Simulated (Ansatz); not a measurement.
(RbH)n off: gap (eV) at several levels, gas phase, relaxed structures; Ansatz. Clusters are the lowest isomers that short searches found in that spin, judged at the geometry's level. Core potentials for Rb in the def2 sets, no spin–orbit coupling. HOMO and LUMO are taken over both spins. The structures are stationary points that may keep the symmetry of their start.

```csv
species,state,geometry,PBE-D4/def2-SVP,PBE-D4/def2-TZVP,r2SCAN-D4/def2-TZVP,PBE0-D4/def2-SVP,PBE0-D4/def2-TZVP
Rb2H,doublet,B3LYP-D4/def2-TZVP,0.33,0.34,0.48,1.07,1.09
Rb2H3,doublet,r2SCAN-D4/def2-TZVP,0.39,0.40,0.52,1.13,1.15
Rb5H4,doublet,B3LYP-D4/def2-SVP,0.58,0.57,0.68,1.46,1.45
```

Over the 3 species that have every level, the mean is 0.43 at PBE-D4/def2-SVP, 0.44 at PBE-D4/def2-TZVP, 0.56 at r2SCAN-D4/def2-TZVP, 1.22 at PBE0-D4/def2-SVP, 1.23 at PBE0-D4/def2-TZVP. Orbital gaps grow with the share of exact exchange and aren't one observable across functionals.
